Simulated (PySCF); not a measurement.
**ECD: `C[Se]C1=C=CCCCCC1`, C$_{9}$H$_{14}$Se**

Geometry:
```tsv
atom	x (Å)	y (Å)	z (Å)
C1	2.660	-0.494	1.268
Se2	2.044	1.151	0.457
C3	0.866	0.385	-0.827
C4	0.714	-0.907	-1.001
C5	0.122	-2.080	-1.002
C6	-1.129	-2.277	-0.179
C7	-1.715	-0.978	0.373
C8	-2.182	0.043	-0.690
C9	-1.429	1.378	-0.773
C10	-0.078	1.350	-1.501
H11	3.423	-0.224	2.010
H12	1.827	-1.014	1.759
H13	3.100	-1.143	0.498
H14	0.471	-2.910	-1.628
H15	-0.935	-2.983	0.649
H16	-1.877	-2.781	-0.819
H17	-2.568	-1.248	1.016
H18	-0.978	-0.505	1.044
H19	-2.180	-0.433	-1.687
H20	-3.238	0.287	-0.490
H21	-2.071	2.112	-1.290
H22	-1.276	1.772	0.247
H23	-0.225	1.037	-2.547
H24	0.351	2.366	-1.530
```

The calculation used PySCF 2.14.0, TDDFT CAM-B3LYP/def2-SVP circular dichroism and optical rotation, one conformer, gas phase. Geometry: PBE0-D3(BJ)/def2-SVP.

The calculation is non-relativistic, which matters for the atoms heavier than Zn. States above about 6.9 eV (minus the energy of the highest occupied orbital) lie near or above the ionisation threshold and depend on the basis. No stereocentre is labelled: unless the shape is locked (an allene, a helicene, a hindered biaryl), the mirror image is equally populated and a measured rotation or CD is zero.

Which excitations and rotatory strengths does the calculation give?

Rotatory strengths R in 10⁻⁴⁰ esu² cm², velocity form and length form (origin at the centre of mass); f in length form.
| state | E (eV) | λ (nm) | f | R (velocity) | R (length) | main |
| --- | --- | --- | --- | --- | --- | --- |
| 1 | 4.36 | 284 | 0.001 | +1.4 | +1.2 | HOMO→LUMO 0.88, HOMO→LUMO+1 0.08 |
| 2 | 5.34 | 232 | 0.031 | +89.1 | +93.2 | HOMO→LUMO+1 0.41, HOMO→LUMO+2 0.37 |
| 3 | 5.62 | 221 | 0.011 | -46.4 | -50.1 | HOMO−1→LUMO+1 0.34, HOMO−1→LUMO 0.25 |
| 4 | 5.85 | 212 | 0.137 | +20.1 | +23.7 | HOMO−1→LUMO+1 0.29, HOMO→LUMO+2 0.28 |
| 5 | 6.60 | 188 | 0.065 | -48.7 | -41.1 | HOMO−2→LUMO 0.45, HOMO−1→LUMO 0.17 |
| 6 | 6.83 | 182 | 0.209 | +38.0 | +40.9 | HOMO→LUMO+3 0.34, HOMO−1→LUMO 0.29 |
| 7 | 6.94 | 179 | 0.255 | +98.8 | +102.4 | HOMO→LUMO+3 0.33, HOMO−2→LUMO 0.20 |
| 8 | 7.34 | 169 | 0.037 | -13.0 | -12.5 | HOMO→LUMO+7 0.19, HOMO→LUMO+4 0.17 |
| 9 | 7.53 | 165 | 0.024 | +6.6 | +5.8 | HOMO−2→LUMO+1 0.63, HOMO−1→LUMO+2 0.10 |
| 10 | 7.68 | 161 | 0.095 | -2.1 | -6.7 | HOMO−1→LUMO+2 0.72, HOMO−2→LUMO+1 0.11 |
| 11 | 7.75 | 160 | 0.040 | -7.0 | -7.3 | HOMO→LUMO+4 0.40, HOMO→LUMO+7 0.17 |
| 12 | 7.98 | 155 | 0.014 | -8.2 | -10.6 | HOMO→LUMO+5 0.29, HOMO−1→LUMO+3 0.22 |

Among the states computed, the strongest CD band (largest |R|) is state 7. The largest dissymmetry factor in size, g = 4R/(D+G), with D and G the electric and magnetic dipole strengths, is -0.044 for state 3 (velocity form, f = 0.009), among bands with |R| over 0.5. The mirror image has the same energies and oscillator strengths and all R with the opposite sign.
